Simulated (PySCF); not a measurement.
Compound: C2H6BNSi.
SMILES with atom numbers: `[NH2:1][BH:2][C:3]#[C:4][SiH3:5]` (hydrogens: H6, H7 on N1; H8 on B2; H9, H10, H11 on Si5)

Cartesian coordinates in Å at the PBE0-D3(BJ)/def2-SVP level; atoms count from 1:
```xyz
11
C2H6BNSi angstrom
N     -2.5929    0.5739    0.8818
B     -1.8954   -0.1002   -0.1136
C     -0.3615   -0.1511   -0.0969
C      0.8632   -0.2002   -0.0962
Si     2.6917   -0.2784   -0.0926
H     -2.1378    1.0554    1.6470
H     -3.6024    0.6267    0.8988
H     -2.5161   -0.6472   -0.9955
H      3.2137   -0.0931   -1.4778
H      3.2466    0.7948    0.7849
H      3.1299   -1.6063    0.4292
```

Jobs on this species (11 atoms, 44 electrons) with PySCF (density fitting). Hardware of each: one thread of an Arm Neoverse V2, on a shared host. Times come from a shared host and carry two figures at best. Peak memory is the resident size of the whole Python process, interpreter and libraries included.

```json
{"level and settings": "delta-SCF UKS SCAN, pcX-1 on the ionised atom, pcseg-1 elsewhere, spin-free X2C", "work": "ΔSCF core ionisation, 6 holes", "basis functions": "126", "SCF cycles": "?", "wall time": "?", "peak memory": "?"}
{"level and settings": "delta-SCF UKS PBE, pcX-2 on the ionised atom, pcseg-1 elsewhere, spin-free X2C", "work": "ΔSCF core ionisation, 6 holes", "basis functions": "146", "SCF cycles": "?", "wall time": "?", "peak memory": "?"}
{"level and settings": "delta-SCF UKS B3LYP, pcX-2 on the ionised atom, pcseg-1 elsewhere, spin-free X2C", "work": "ΔSCF core ionisation, 6 holes", "basis functions": "146", "SCF cycles": "90", "wall time": "27 s", "peak memory": "0.58 GiB"}
{"level and settings": "PBE0-D3(BJ)/def2-SVP, grid level 1", "work": "geometry optimisation from a GFN2-xTB start shaken at random", "basis functions": "104", "SCF cycles": "57", "wall time": "22 s", "peak memory": "0.41 GiB"}
{"level and settings": "delta-SCF UKS SCAN, pcX-2 on the ionised atom, pcseg-1 elsewhere, spin-free X2C", "work": "ΔSCF core ionisation, 6 holes", "basis functions": "146", "SCF cycles": "106", "wall time": "23 s", "peak memory": "0.50 GiB"}
{"level and settings": "delta-SCF UKS HF, pcX-2 on the ionised atom, pcseg-1 elsewhere, spin-free X2C", "work": "ΔSCF core ionisation, 6 holes", "basis functions": "146", "SCF cycles": "118", "wall time": "19 s", "peak memory": "0.53 GiB"}
{"level and settings": "delta-SCF UKS PBE0, pcX-2 on the ionised atom, pcseg-1 elsewhere, spin-free X2C", "work": "ΔSCF core ionisation, 6 holes", "basis functions": "146", "SCF cycles": "90", "wall time": "26 s", "peak memory": "0.61 GiB"}
{"level and settings": "delta-SCF UKS SCAN, def2-TZVP on the ionised atom, pcseg-1 elsewhere, spin-free X2C", "work": "ΔSCF core ionisation, 6 holes", "basis functions": "123", "SCF cycles": "106", "wall time": "20 s", "peak memory": "0.53 GiB"}
{"level and settings": "delta-SCF UKS SCAN, pcX-2 on the ionised atom, pcseg-1 elsewhere, non-relativistic", "work": "ΔSCF core ionisation, 6 holes", "basis functions": "146", "SCF cycles": "105", "wall time": "21 s", "peak memory": "0.54 GiB"}
```

Fill in the missing figures.

- delta-SCF UKS SCAN, pcX-1 on the ionised atom, pcseg-1 elsewhere, spin-free X2C; ΔSCF core ionisation, 6 holes: 17 s, 0.53 GiB, 103 SCF cycles
- delta-SCF UKS PBE, pcX-2 on the ionised atom, pcseg-1 elsewhere, spin-free X2C; ΔSCF core ionisation, 6 holes: 14 s, 0.53 GiB, 99 SCF cycles

What do all jobs in the table cost together?

About 3.1 min; the longest takes about 14 % of that, and about 1.9 times as long as the shortest.
